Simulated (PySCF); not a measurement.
Cl4MoO, charge +1, doublet, geometry from GFN2-xTB (such geometries of metal compounds can be far from the true shape) (the multiplicity is a formal guess) (core potentials on Mo); DF-PBE/def2-SVP run with PySCF.

Input for PySCF:
```python
from pyscf import gto, scf, dft

mol = gto.M(
    atom='''
Mo    0.31530707   -0.14187156    0.28984759
O     1.50051454   -0.19379654    1.40725406
Cl   -1.50427441    0.76554820   -1.37767058
Cl    0.12238282    2.12483268    0.23884448
Cl    1.15772406   -1.15019363   -1.39902372
Cl   -1.26095090   -1.29848268    1.15951857
''',
    basis='def2-svp',
    ecp={'Mo': 'def2-svp'},
    charge=1,
    spin=1,
    verbose=4,
)

mf = dft.UKS(mol)
mf.xc = 'pbe'
mf = mf.density_fit(auxbasis='def2-universal-jkfit')
mf.kernel()
```

Output, abridged:

```
PySCF version 2.14.0

[INPUT] verbose = 4
[INPUT] num. atoms = 6
[INPUT] num. electrons = 89
[INPUT] charge = 1
[INPUT] spin (= nelec alpha-beta = 2S) = 1
[INPUT] symmetry False subgroup None
[INPUT] Mole.unit = angstrom
[INPUT] Symbol           X                Y                Z      unit          X                Y                Z       unit  Magmom
[INPUT]  1 Mo     0.315307070000  -0.141871560000   0.289847590000 AA    0.595844007439  -0.268098393265   0.547732562965 Bohr   0.0
[INPUT]  2 O      1.500514540000  -0.193796540000   1.407254060000 AA    2.835561526528  -0.366222384488   2.659324761082 Bohr   0.0
[INPUT]  3 Cl    -1.504274410000   0.765548200000  -1.377670580000 AA   -2.842666651092   1.446676433154  -2.603420086071 Bohr   0.0
[INPUT]  4 Cl     0.122382820000   2.124832680000   0.238844480000 AA    0.231270012152   4.015351825726   0.451350653564 Bohr   0.0
[INPUT]  5 Cl     1.157724060000  -1.150193630000  -1.399023720000 AA    2.187781401220  -2.173550950919  -2.643771672570 Bohr   0.0
[INPUT]  6 Cl    -1.260950900000  -1.298482680000   1.159518570000 AA   -2.382851857524  -2.453776642691   2.191172533647 Bohr   0.0

nuclear repulsion = 621.543373633746
number of shells = 49
number of NR pGTOs = 225
number of NR cGTOs = 117
basis = def2-svp
ecp = {'Mo': 'def2-svp'}

******** <class 'pyscf.df.df_jk.DFUKS'> ********
method = DFUKS
initial guess = minao
damping factor = 0
level_shift factor = 0
DIIS = <class 'pyscf.scf.diis.CDIIS'>
diis_start_cycle = 1
diis_space = 8
diis_damp = 0
SCF conv_tol = 1e-09
SCF conv_tol_grad = None
SCF max_cycles = 50
direct_scf = False
number electrons alpha = 45  beta = 44
XC library pyscf.dft.libxc version 7.1.2
    S. Lehtola, C. Steigemann, M. J. T. Oliveira, and M. A. L. Marques,  SoftwareX 7, 1–5 (2018)
XC functionals = pbe
    J. P. Perdew, K. Burke, and M. Ernzerhof,  Phys. Rev. Lett. 77, 3865 (1996)
    J. P. Perdew, K. Burke, and M. Ernzerhof,  Phys. Rev. Lett. 78, 1396 (1997)
    J. P. Perdew, K. Burke, and M. Ernzerhof,  Phys. Rev. Lett. 77, 3865 (1996)
    J. P. Perdew, K. Burke, and M. Ernzerhof,  Phys. Rev. Lett. 78, 1396 (1997)
radial grids:
    Treutler-Ahlrichs [JCP 102, 346 (1995); DOI:10.1063/1.469408] (M4) radial grids

becke partition: Becke, JCP 88, 2547 (1988); DOI:10.1063/1.454033
pruning grids: <function nwchem_prune>
grids dens level: 3
symmetrized grids: False
atomic radii adjust function: <function treutler_atomic_radii_adjust>
small_rho_cutoff = 0
Set gradient conv threshold to 3.16228e-05
tot grids = 112040
init E= -1975.7643057318

cycle= 1 E= -1982.33779207359  delta_E= -6.57  |g|= 0.838  |ddm|=  2.7
cycle= 2 E= -1974.23182161135  delta_E= 8.11  |g|= 3.35  |ddm|= 3.17
cycle= 3 E= -1982.61720962013  delta_E= -8.39  |g|= 0.201  |ddm|= 2.98
cycle= 4 E= -1982.59890672807  delta_E= 0.0183  |g|= 0.247  |ddm|= 0.484
cycle= 5 E= -1982.61547064715  delta_E= -0.0166  |g|= 0.177  |ddm|= 0.509
cycle= 6 E= -1982.63717837093  delta_E= -0.0217  |g|= 0.0407  |ddm|= 0.267
cycle= 7 E= -1982.63790913418  delta_E= -0.000731  |g|= 0.027  |ddm|= 0.0724
cycle= 8 E= -1982.63820465011  delta_E= -0.000296  |g|= 0.0114  |ddm|= 0.0323
cycle= 9 E= -1982.63828088588  delta_E= -7.62e-05  |g|= 0.00408  |ddm|= 0.0171
cycle= 10 E= -1982.63828517578  delta_E= -4.29e-06  |g|= 0.00242  |ddm|= 0.00279
cycle= 11 E= -1982.63828868591  delta_E= -3.51e-06  |g|= 0.000211  |ddm|= 0.00276
cycle= 12 E= -1982.63828870606  delta_E= -2.02e-08  |g|= 2.3e-05  |ddm|= 0.000189
cycle= 13 E= -1982.63828870635  delta_E= -2.86e-10  |g|= 1.89e-05  |ddm|= 5.53e-05
Extra cycle  E= -1982.63828870356  delta_E= 2.79e-09  |g|= 8.73e-05  |ddm|= 6.89e-05
converged SCF energy = -1982.63828870356  <S^2> = 0.75258365  2S+1 = 2.002582
```
